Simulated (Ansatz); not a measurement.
Ansatz (a program for electronic structure) input (B3LYP-D3(BJ)/def2-TZVP):

Ansatz 0.2 input:
```yaml
crystal:
  periodic: [false, false, false]
  atoms:
    - {symbol: Si, position_ang: [0.09548752, 0.11331525, -0.28522694]}
    - {symbol: O, position_ang: [-0.41535637, -1.06352198, -1.38464626]}
    - {symbol: O, position_ang: [1.73392836, -0.20560540, -0.04618949]}
    - {symbol: N, position_ang: [-0.07405426, 1.71892130, -0.64046498]}
    - {symbol: N, position_ang: [-0.57521252, -0.61271566, 1.22761485]}
    - {symbol: H, position_ang: [-0.16720989, -1.93553472, -1.08738014]}
    - {symbol: H, position_ang: [2.20790959, 0.61219409, -0.14727371]}
    - {symbol: H, position_ang: [-1.00486492, 2.02508494, -0.90838706]}
    - {symbol: H, position_ang: [-0.21428875, -0.13029337, 2.04012039]}
    - {symbol: H, position_ang: [-1.58172966, -0.50503004, 1.25507766]}
basis:
  gaussian:
    orbitals: def2-TZVP
hamiltonian:
  xc: b3lyp
  dispersion: d3bj
total_charge: -1
relax: {f_tol: 0.002, max_steps: 150}
```

Output:

```
Functional definition: B3LYP
integrals: 0.10 GiB planned
1093 factors; their error is unknown
mean field: 0.94 GiB planned
mean field evaluation 1: about -15028.3215 eV, gradient 8.6e1 eV
mean field evaluation 2: about -14985.8476 eV, gradient 1.5e2 eV
mean field evaluation 4: about -15041.4139 eV, gradient 1.1e1 eV
mean field evaluation 8: about -15041.6256 eV, gradient 2.0e-1 eV
mean field evaluation 16: about -15041.6570 eV, gradient 5.3e-3 eV
mean field -15041.65695355 eV, -552.7706974417 hartree, gradient 6.0e-5 eV, S^2 0.000000; 0 other end points of the search recorded, 0 dependent functions left out
the calculation of the forces begins
reference -15041.65721316 eV, -552.7707069820 hartree; 25, 25 occupied and 166, 166 virtual orbitals, 1093 factors
relax step   1: F+E_penalty+E_count = -15042.00469977 eV  Δ(F+E_penalty+E_count) = +0.000e0 eV  max|allowed force component| = 5.317e-1 eV/Å  Δτ_max = 0.0000 Å  (31 SCF iters, accepted)
these checks for a lower state are left out or cut short: starts, cluster_reference, orbital_swaps, neighbouring_geometries, increment
integrals: 0.10 GiB planned
1093 factors; their error is unknown
mean field: 0.94 GiB planned
mean field -15041.67992643 eV, -552.7715416796 hartree, gradient 1.7e-5 eV, S^2 0.000000; 0 other end points of the search recorded, 0 dependent functions left out
the calculation of the forces begins
reference -15041.68018544 eV, -552.7715511977 hartree; 25, 25 occupied and 166, 166 virtual orbitals, 1093 factors
relax step   2: F+E_penalty+E_count = -15042.02771425 eV  Δ(F+E_penalty+E_count) = -2.301e-2 eV  max|allowed force component| = 3.065e-1 eV/Å  Δτ_max = 0.0372 Å  (32 SCF iters, accepted)
these checks for a lower state are left out or cut short: starts, cluster_reference, orbital_swaps, neighbouring_geometries, increment
integrals: 0.10 GiB planned
1093 factors; their error is unknown
mean field: 0.94 GiB planned
mean field evaluation 32: about -15041.6928 eV, gradient 5.2e-3 eV
mean field -15041.69280859 eV, -552.7720150902 hartree, gradient 1.0e-5 eV, S^2 0.000000; 0 other end points of the search recorded, 0 dependent functions left out
the calculation of the forces begins
reference -15041.69306674 eV, -552.7720245771 hartree; 25, 25 occupied and 166, 166 virtual orbitals, 1093 factors
relax step   3: F+E_penalty+E_count = -15042.04105715 eV  Δ(F+E_penalty+E_count) = -1.334e-2 eV  max|allowed force component| = 6.273e-1 eV/Å  Δτ_max = 0.1071 Å  (32 SCF iters, accepted)
these checks for a lower state are left out or cut short: starts, cluster_reference, orbital_swaps, neighbouring_geometries, increment
integrals: 0.10 GiB planned
1093 factors; their error is unknown
mean field: 0.93 GiB planned
mean field -15041.67852050 eV, -552.7714900126 hartree, gradient 7.1e-6 eV, S^2 0.000000; 0 other end points of the search recorded, 0 dependent functions left out
the calculation of the forces begins
reference -15041.67877937 eV, -552.7714995259 hartree; 25, 25 occupied and 166, 166 virtual orbitals, 1093 factors
relax step   4: F+E_penalty+E_count = -15042.02436964 eV  Δ(F+E_penalty+E_count) = +1.669e-2 eV  max|allowed force component| = 6.592e-1 eV/Å  Δτ_max = 0.1830 Å  (32 SCF iters, rejected (line search))
these checks for a lower state are left out or cut short: starts, cluster_reference, orbital_swaps, neighbouring_geometries, increment
integrals: 0.10 GiB planned
1093 factors; their error is unknown
mean field: 0.94 GiB planned
mean field -15041.70735761 eV, -552.7725497567 hartree, gradient 2.5e-5 eV, S^2 0.000000; 0 other end points of the search recorded, 0 dependent functions left out
the calculation of the forces begins
reference -15041.70761502 eV, -552.7725592164 hartree; 25, 25 occupied and 166, 166 virtual orbitals, 1093 factors
relax step   5: F+E_penalty+E_count = -15042.05557601 eV  Δ(F+E_penalty+E_count) = -1.452e-2 eV  max|allowed force component| = 1.647e-1 eV/Å  Δτ_max = 0.0749 Å  (31 SCF iters, accepted)
these checks for a lower state are left out or cut short: starts, cluster_reference, orbital_swaps, neighbouring_geometries, increment
integrals: 0.10 GiB planned
1093 factors; their error is unknown
mean field: 0.94 GiB planned
[...]
mean field -15041.71080850 eV, -552.7726765745 hartree, gradient 1.2e-5 eV, S^2 0.000000; 0 other end points of the search recorded, 0 dependent functions left out
the calculation of the forces begins
reference -15041.71106575 eV, -552.7726860282 hartree; 25, 25 occupied and 166, 166 virtual orbitals, 1093 factors
relax step   6: F+E_penalty+E_count = -15042.05874511 eV  Δ(F+E_penalty+E_count) = -3.169e-3 eV  max|allowed force component| = 9.435e-2 eV/Å  Δτ_max = 0.1000 Å  (32 SCF iters, accepted)
these checks for a lower state are left out or cut short: starts, cluster_reference, orbital_swaps, neighbouring_geometries, increment
integrals: 0.10 GiB planned
1093 factors; their error is unknown
mean field: 0.94 GiB planned
mean field -15041.71267128 eV, -552.7727450303 hartree, gradient 1.8e-5 eV, S^2 0.000000; 0 other end points of the search recorded, 0 dependent functions left out
the calculation of the forces begins
reference -15041.71292862 eV, -552.7727544875 hartree; 25, 25 occupied and 166, 166 virtual orbitals, 1093 factors
relax step   7: F+E_penalty+E_count = -15042.06076838 eV  Δ(F+E_penalty+E_count) = -2.023e-3 eV  max|allowed force component| = 1.496e-1 eV/Å  Δτ_max = 0.0476 Å  (31 SCF iters, accepted)
these checks for a lower state are left out or cut short: starts, cluster_reference, orbital_swaps, neighbouring_geometries, increment
integrals: 0.10 GiB planned
1093 factors; their error is unknown
mean field: 0.94 GiB planned
mean field evaluation 64: about -15041.6842 eV, gradient 5.4e-3 eV
mean field -15041.71379426 eV, -552.7727862991 hartree, gradient 1.7e-5 eV, S^2 0.000000; 0 other end points of the search recorded, 0 dependent functions left out
the calculation of the forces begins
reference -15041.71405147 eV, -552.7727957514 hartree; 25, 25 occupied and 166, 166 virtual orbitals, 1093 factors
relax step   8: F+E_penalty+E_count = -15042.06202427 eV  Δ(F+E_penalty+E_count) = -1.256e-3 eV  max|allowed force component| = 1.177e-1 eV/Å  Δτ_max = 0.0307 Å  (32 SCF iters, accepted)
these checks for a lower state are left out or cut short: starts, cluster_reference, orbital_swaps, neighbouring_geometries, increment
integrals: 0.10 GiB planned
1093 factors; their error is unknown
mean field: 0.94 GiB planned
mean field -15041.70655924 eV, -552.7725204171 hartree, gradient 1.2e-5 eV, S^2 0.000000; 0 other end points of the search recorded, 0 dependent functions left out
the calculation of the forces begins
reference -15041.70681586 eV, -552.7725298479 hartree; 25, 25 occupied and 166, 166 virtual orbitals, 1093 factors
relax step   9: F+E_penalty+E_count = -15042.05549697 eV  Δ(F+E_penalty+E_count) = +6.527e-3 eV  max|allowed force component| = 4.178e-1 eV/Å  Δτ_max = 0.0783 Å  (32 SCF iters, rejected (line search))
these checks for a lower state are left out or cut short: starts, cluster_reference, orbital_swaps, neighbouring_geometries, increment
integrals: 0.10 GiB planned
1093 factors; their error is unknown
mean field: 0.94 GiB planned
mean field -15041.71488965 eV, -552.7728265540 hartree, gradient 1.8e-5 eV, S^2 0.000000; 0 other end points of the search recorded, 0 dependent functions left out
the calculation of the forces begins
reference -15041.71514666 eV, -552.7728359990 hartree; 25, 25 occupied and 166, 166 virtual orbitals, 1093 factors
relax step  10: F+E_penalty+E_count = -15042.06326616 eV  Δ(F+E_penalty+E_count) = -1.242e-3 eV  max|allowed force component| = 2.743e-2 eV/Å  Δτ_max = 0.0381 Å  (30 SCF iters, accepted)
these checks for a lower state are left out or cut short: starts, cluster_reference, orbital_swaps, neighbouring_geometries, increment
integrals: 0.10 GiB planned
1093 factors; their error is unknown
mean field: 0.94 GiB planned
mean field -15041.71544383 eV, -552.7728469197 hartree, gradient 1.9e-5 eV, S^2 0.000000; 0 other end points of the search recorded, 0 dependent functions left out
the calculation of the forces begins
reference -15041.71570076 eV, -552.7728563619 hartree; 25, 25 occupied and 166, 166 virtual orbitals, 1093 factors
relax step  11: F+E_penalty+E_count = -15042.06384826 eV  Δ(F+E_penalty+E_count) = -5.821e-4 eV  max|allowed force component| = 4.268e-2 eV/Å  Δτ_max = 0.0490 Å  (31 SCF iters, accepted)
these checks for a lower state are left out or cut short: starts, cluster_reference, orbital_swaps, neighbouring_geometries, increment
integrals: 0.10 GiB planned
1093 factors; their error is unknown
mean field: 0.94 GiB planned
mean field evaluation 96: about -15041.6508 eV, gradient 1.3e-5 eV
mean field -15041.65083043 eV, -552.7704724211 hartree, gradient 1.3e-5 eV, S^2 0.000000; 0 other end points of the search recorded, 0 dependent functions left out
the calculation of the forces begins
reference -15041.65108569 eV, -552.7704818020 hartree; 25, 25 occupied and 166, 166 virtual orbitals, 1093 factors
relax step  12: F+E_penalty+E_count = -15041.99797587 eV  Δ(F+E_penalty+E_count) = +6.587e-2 eV  max|allowed force component| = 1.091e0 eV/Å  Δτ_max = 0.0707 Å  (32 SCF iters, rejected (line search))
these checks for a lower state are left out or cut short: starts, cluster_reference, orbital_swaps, neighbouring_geometries, increment
integrals: 0.10 GiB planned
1093 factors; their error is unknown
mean field: 0.94 GiB planned
mean field -15041.71583255 eV, -552.7728612051 hartree, gradient 1.8e-5 eV, S^2 0.000000; 0 other end points of the search recorded, 0 dependent functions left out
the calculation of the forces begins
reference -15041.71608925 eV, -552.7728706388 hartree; 25, 25 occupied and 166, 166 virtual orbitals, 1093 factors
relax step  13: F+E_penalty+E_count = -15042.06419571 eV  Δ(F+E_penalty+E_count) = -3.474e-4 eV  max|allowed force component| = 2.905e-2 eV/Å  Δτ_max = 0.0341 Å  (32 SCF iters, accepted)
these checks for a lower state are left out or cut short: starts, cluster_reference, orbital_swaps, neighbouring_geometries, increment
integrals: 0.10 GiB planned
1093 factors; their error is unknown
mean field: 0.94 GiB planned
mean field -15041.71588444 eV, -552.7728631120 hartree, gradient 1.8e-5 eV, S^2 0.000000; 0 other end points of the search recorded, 0 dependent functions left out
the calculation of the forces begins
reference -15041.71614113 eV, -552.7728725451 hartree; 25, 25 occupied and 166, 166 virtual orbitals, 1093 factors
relax step  14: F+E_penalty+E_count = -15042.06425672 eV  Δ(F+E_penalty+E_count) = -6.101e-5 eV  max|allowed force component| = 1.761e-2 eV/Å  Δτ_max = 0.0082 Å  (33 SCF iters, accepted)
these checks for a lower state are left out or cut short: starts, cluster_reference, orbital_swaps, neighbouring_geometries, increment
integrals: 0.10 GiB planned
1093 factors; their error is unknown
mean field: 0.94 GiB planned
mean field -15041.71589200 eV, -552.7728633897 hartree, gradient 1.8e-5 eV, S^2 0.000000; 0 other end points of the search recorded, 0 dependent functions left out
the calculation of the forces begins
reference -15041.71614868 eV, -552.7728728226 hartree; 25, 25 occupied and 166, 166 virtual orbitals, 1093 factors
relax step  15: F+E_penalty+E_count = -15042.06428167 eV  Δ(F+E_penalty+E_count) = -2.495e-5 eV  max|allowed force component| = 6.457e-3 eV/Å  Δτ_max = 0.0095 Å  (33 SCF iters, accepted)
these checks for a lower state are left out or cut short: starts, cluster_reference, orbital_swaps, neighbouring_geometries, increment
integrals: 0.10 GiB planned
1093 factors; their error is unknown
mean field: 0.94 GiB planned
mean field -15041.71589712 eV, -552.7728635779 hartree, gradient 1.8e-5 eV, S^2 0.000000; 0 other end points of the search recorded, 0 dependent functions left out
the calculation of the forces begins
reference -15041.71615380 eV, -552.7728730107 hartree; 25, 25 occupied and 166, 166 virtual orbitals, 1093 factors
relax step  16: F+E_penalty+E_count = -15042.06428587 eV  Δ(F+E_penalty+E_count) = -4.197e-6 eV  max|allowed force component| = 4.854e-3 eV/Å  Δτ_max = 0.0022 Å  (34 SCF iters, accepted)
these checks for a lower state are left out or cut short: starts, cluster_reference, orbital_swaps, neighbouring_geometries, increment
integrals: 0.10 GiB planned
1093 factors; their error is unknown
mean field: 0.94 GiB planned
mean field evaluation 128: about -15041.7158 eV, gradient 3.5e-1 eV
mean field -15041.71589789 eV, -552.7728636062 hartree, gradient 1.8e-5 eV, S^2 0.000000; 0 other end points of the search recorded, 0 dependent functions left out
the calculation of the forces begins
reference -15041.71615457 eV, -552.7728730390 hartree; 25, 25 occupied and 166, 166 virtual orbitals, 1093 factors
relax step  17: F+E_penalty+E_count = -15042.06428686 eV  Δ(F+E_penalty+E_count) = -9.904e-7 eV  max|allowed force component| = 9.044e-4 eV/Å  Δτ_max = 0.0003 Å  (34 SCF iters, accepted)
integrals: 0.10 GiB planned
1093 factors; their error is unknown
mean field: 0.94 GiB planned
mean field -15041.71589789 eV, -552.7728636062 hartree, gradient 1.8e-5 eV, S^2 0.000000; 1 other end points of the search recorded, 0 dependent functions left out
the calculation of the forces begins
reference -15041.71615457 eV, -552.7728730390 hartree; 25, 25 occupied and 166, 166 virtual orbitals, 1093 factors
Total energy: -15042.06454354 eV, -552.7856760975 hartree
Atom 0 at     0.105794     0.131691    -0.239882 Å, force     0.000013     0.000292    -0.000661 eV/Å
Atom 1 at    -0.341468    -0.992197    -1.432855 Å, force    -0.000050     0.000029     0.000104 eV/Å
Atom 2 at     1.743547    -0.093791     0.135857 Å, force    -0.000031     0.000512    -0.000429 eV/Å
Atom 3 at    -0.141347     1.712784    -0.594801 Å, force     0.000730    -0.000341     0.000904 eV/Å
Atom 4 at    -0.587117    -0.685422     1.198708 Å, force    -0.000075    -0.000671     0.000757 eV/Å
Atom 5 at    -0.405212    -1.859455    -1.020358 Å, force     0.000059     0.000246    -0.000097 eV/Å
Atom 6 at     2.179525     0.698766    -0.194167 Å, force     0.000345    -0.000247     0.000152 eV/Å
Atom 7 at    -0.911352     1.945416    -1.210272 Å, force    -0.000597    -0.000354    -0.000440 eV/Å
Atom 8 at    -0.082431    -0.418110     2.036260 Å, force    -0.000010     0.000193    -0.000134 eV/Å
Atom 9 at    -1.555330    -0.422867     1.344754 Å, force    -0.000382     0.000341    -0.000157 eV/Å
Dipole moment:    -0.114322    -0.531487     0.296090 e Å
```

It need not be the lowest isomer of its formula. Whether it binds its extra electron was not tested at this geometry.
